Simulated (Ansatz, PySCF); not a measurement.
Gas-phase reaction (SMILES): NB(N)Br + F (HF) → NB(N)F + Br (HBr); hydrogen fluoride cleaves one B-Br bond, a model of a ligand-exchange step.

Each molecule is optimised on its own at B3LYP-D3(BJ)/def2-TZVP (Ansatz, a program for electronic structure), one conformer each, not searched for the lowest. Cores are frozen in the correlated levels unless marked. Spin-orbit coupling is left out. The frozen core is the preceding noble-gas configuration, with the filled d and f shells of earlier blocks. Non-relativistic. CBS(X,Y): correlation extrapolated as X^-3; Hartree-Fock from the larger set. Thermal terms are rigid-rotor harmonic-oscillator values from B3LYP-D3(BJ) frequencies (Ansatz or PySCF) at 298.15 K and 1 atm. 1 Eh = 627.5095 kcal/mol.

```tsv
species	E, CCSD(T)/CBS(cc-pVTZ,cc-pVQZ) (Ansatz) (Eh)	E, PBE0-D4/def2-TZVPD (Ansatz + dftd4) (Eh)	H - E (Eh)
NB(N)Br	-2709.41545	-2710.65244	0.06479
F (HF)	-100.39146	-100.39487	0.01259
NB(N)F	-236.54350	-236.60625	0.06612
Br (HBr)	-2573.28320	-2574.45927	0.00927
```

Task: Work out ΔE and ΔH at 298.15 K at the first level, then ΔH at the second.

Result: 
1. ΔE = [(-236.54350) + (-2573.28320)] - [(-2709.41545) + (-100.39146)] = -0.01979 Eh = -12.4 kcal/mol at CCSD(T)/CBS(cc-pVTZ,cc-pVQZ).
2. The terms H - E add up to -0.00199 Eh, so ΔH = (-0.01979 + (-0.00199))×627.5095 = -13.7 kcal/mol.
3. At PBE0-D4/def2-TZVPD the same steps give ΔE = -11.4 and ΔH = -12.7 kcal/mol, a shift of +1.0 from the first level.
4. These values are not checked against measurement here, since the tables used lack a sound gas-phase enthalpy of formation for at least one species.
